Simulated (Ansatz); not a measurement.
Ansatz (an electronic-structure program) input (PBE/def2-SVP):

Ansatz 0.2 input:
```yaml
crystal:
  periodic: [false, false, false]
  atoms:
    - {symbol: Zn, position_ang: [-0.00000000, -0.00000000, -1.26024438]}
    - {symbol: Br, position_ang: [0.00000000, 0.00000000, 1.08020947]}
basis:
  gaussian:
    orbitals: def2-SVP
hamiltonian:
  xc: {name: PBE}
magnetization: {spin_polarized: true, initial_magnetization: 1}
output: {forces: true}
```

Q: What final total energy does it give?

A: -4352.33489 Eh.
